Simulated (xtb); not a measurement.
F2Sr, triplet, from a rough starting geometry (GFN-xTB shapes and energies of metal compounds can be far from the true ones) (a higher spin typed on purpose: for a closed-shell molecule this is an excited state); GFN2-xTB (xtb 6.7.1).

Here is a job for xtb.
```
$ xtb mol.xyz --gfn 2 --uhf 2 --opt vtight --json

# file mol.xyz
3

Sr    -0.06381758    -0.05659956    -0.00043800
F     -0.24895112     1.52893654    -1.34890071
F      0.22540303    -1.57368832     1.32096274
```

Output, abridged:

```
   ID    Z sym.   atoms
    1   38 Sr     1
    2    9 F      2, 3

           -------------------------------------------------
          |                Calculation Setup                |
           -------------------------------------------------

           -------------------------------------------------
          |                 G F N 2 - x T B                 |
           -------------------------------------------------

          ...................................................
          :                      SETUP                      :
          :.................................................:
          :  # basis functions                  18          :
          :  # atomic orbitals                  17          :
          :  # shells                            7          :
          :  # electrons                        16          :
          :  max. iterations                   250          :
          :  Hamiltonian                  GFN2-xTB          :
          :  restarted?                      false          :
          :  GBSA solvation                  false          :
          :  PC potential                    false          :
          :  electronic temp.          300.0000000     K    :
          :  accuracy                    1.0000000          :
          :  -> integral cutoff          0.2500000E+02      :
          :  -> integral neglect         0.1000000E-07      :
          :  -> SCF convergence          0.1000000E-05 Eh   :
          :  -> wf. convergence          0.1000000E-03 e    :
          :  Broyden damping             0.4000000          :
          :  net charge                          0          :
          :  unpaired electrons                  2          :
          ...................................................

 iter      E             dE          RMSdq      gap      omega  full diag
   1     -2.3147651 -0.231477E+01  0.101E+02    0.76       0.0  T
   2     -9.6025255 -0.728776E+01  0.189E+01    6.02       1.0  T
   3     -9.7143703 -0.111845E+00  0.226E+01    7.47       1.0  T
   4     -9.7517654 -0.373951E-01  0.220E+01    7.04       1.0  T
   5     -9.7814760 -0.297106E-01  0.215E+01    6.64       1.0  T
   6     -9.7832093 -0.173334E-02  0.193E+01    6.59       1.0  T
   7     -9.8287303 -0.455209E-01  0.615E+00    5.45       1.0  T
   8     -9.8331445 -0.441420E-02  0.525E+00    5.02       1.0  T
   9     -9.8361423 -0.299787E-02  0.748E+00    5.26       1.0  T
  10     -9.8393225 -0.318012E-02  0.446E+00    4.84       1.0  T
  11     -9.8388868  0.435674E-03  0.450E+00    4.84       1.0  T
  12     -9.8485585 -0.967176E-02  0.418E+00    4.86       1.0  T
  13     -9.8662397 -0.176812E-01  0.376E+00    4.80       1.0  T
  14     -9.8865620 -0.203223E-01  0.342E+00    4.83       1.0  T
  15     -9.8568983  0.296637E-01  0.412E+00    4.78       1.0  T
  16     -9.8546115  0.228683E-02  0.419E+00    4.77       1.0  T
  17     -9.8566927 -0.208120E-02  0.413E+00    4.77       1.0  T
  18     -9.9122055 -0.555128E-01  0.293E+00    4.76       1.0  T
  19     -9.8566326  0.555729E-01  0.413E+00    4.76       1.0  T
  20     -9.8735324 -0.168998E-01  0.376E+00    4.77       1.0  T
  21     -9.8857162 -0.121838E-01  0.348E+00    4.77       1.0  T
  22     -9.8614715  0.242447E-01  0.389E+00    4.81       1.0  T
  23     -9.9295511 -0.680796E-01  0.216E+00    4.85       1.0  T
  24     -9.8797317  0.498194E-01  0.345E+00    4.85       1.0  T
  25     -9.8716024  0.812930E-02  0.364E+00    4.86       1.0  T
  26     -9.8944199 -0.228175E-01  0.312E+00    4.87       1.0  T
  27     -9.8841219  0.102980E-01  0.336E+00    4.87       1.0  T
  28     -9.8785039  0.561796E-02  0.349E+00    4.87       1.0  T
  29     -9.8805554 -0.205147E-02  0.344E+00    4.87       1.0  T
  30     -9.8851144 -0.455899E-02  0.334E+00    4.87       1.0  T
  31     -9.8812861  0.382833E-02  0.342E+00    4.88       1.0  T
  32     -9.8902872 -0.900118E-02  0.321E+00    4.89       1.0  T
[...]
         :: total energy              -9.950129072556 Eh    ::
 * total energy  :    -9.9501291 Eh     change       -0.6172360E-09 Eh
 * total energy  :    -9.9501995 Eh     change       -0.7047553E-04 Eh
 * total energy  :    -9.9502768 Eh     change       -0.7729244E-04 Eh
 * total energy  :    -9.9502788 Eh     change       -0.1940756E-05 Eh
 * total energy  :    -9.9502804 Eh     change       -0.1619479E-05 Eh
 * total energy  :    -9.9502804 Eh     change       -0.2917456E-07 Eh
   *** GEOMETRY OPTIMIZATION CONVERGED AFTER 6 ITERATIONS ***
         :: total energy              -9.950280431233 Eh    ::
[...]
         :: -> dispersion             -0.000807413120 Eh    ::
         :: repulsion energy           0.006432848912 Eh    ::
         :: add. restraining           0.000000000000 Eh    ::
         :: total charge              -0.000000000000 e     ::
         :::::::::::::::::::::::::::::::::::::::::::::::::::::

           -------------------------------------------------
          |                Property Printout                |
           -------------------------------------------------

    * Orbital Energies and Occupations

         #    Occupation            Energy/Eh            Energy/eV
      -------------------------------------------------------------
         1        2.0000           -0.8132960             -22.1309
         2        2.0000           -0.8076916             -21.9784
         3        1.9964           -0.5135144             -13.9734
         4        1.9706           -0.5114910             -13.9184
         5        1.9703           -0.5114808             -13.9181
         6        1.8555           -0.5098590             -13.8740
         7        1.8533           -0.5098429             -13.8735
         8        1.3540           -0.5075982             -13.8125
         9        1.0000           -0.3610193              -9.8238 (HOMO)
        10                         -0.1796824              -4.8894 (LUMO)
        11                         -0.1794189              -4.8822
        12                         -0.0279870              -0.7616
        13                         -0.0279868              -0.7616
        14                          0.0297805               0.8104
        15                          0.0326105               0.8874
        16                          0.0867542               2.3607
        17                          0.7119656              19.3736
      -------------------------------------------------------------
                  HL-Gap            0.1813369 Eh            4.9344 eV
             Fermi-level           -0.3892603 Eh          -10.5923 eV

     #   Z          covCN         q      C6AA      α(0)
     1  38 Sr       1.201     0.445   889.860   108.663
     2   9 F        0.600    -0.223    11.516     4.003
     3   9 F        0.600    -0.223    11.516     4.003

 Mol. C6AA /au·bohr⁶  :       1216.822236
 Mol. C8AA /au·bohr⁸  :     219097.899251
 Mol. α(0) /au        :        116.667773

Wiberg/Mayer (AO) data.
largest (>0.10) Wiberg bond orders for each atom

 ---------------------------------------------------------------------------
     #   Z sym  total        # sym  WBO       # sym  WBO       # sym  WBO
 ---------------------------------------------------------------------------
     1  38 Sr   1.012 --     3 F    0.506     2 F    0.506
     2   9 F    0.703 --     1 Sr   0.506     3 F    0.197
     3   9 F    0.703 --     1 Sr   0.506     2 F    0.197
 ---------------------------------------------------------------------------

Topologies differ in total number of bonds
Writing topology from bond orders to xtbtopo.mol

molecular dipole:
                 x           y           z       tot (Debye)
 q only:       -0.050      -0.012      -0.004
   full:       -0.008      -0.002      -0.001       0.021
molecular quadrupole (traceless):
                xx          xy          yy          xz          yz          zz
 q only:        3.197       0.872      -2.331      -0.742       4.864      -0.867
  q+dip:        3.301       0.895      -2.410      -0.771       5.038      -0.891
   full:        4.137       1.122      -3.021      -0.967       6.315      -1.117

optimized geometry written to: xtbopt.xyz

           -------------------------------------------------
          | TOTAL ENERGY               -9.950280431233 Eh   |
          | GRADIENT NORM               0.000038989826 Eh/α |
          | HOMO-LUMO GAP               4.934427914470 eV   |
           -------------------------------------------------

normal termination of xtb
```
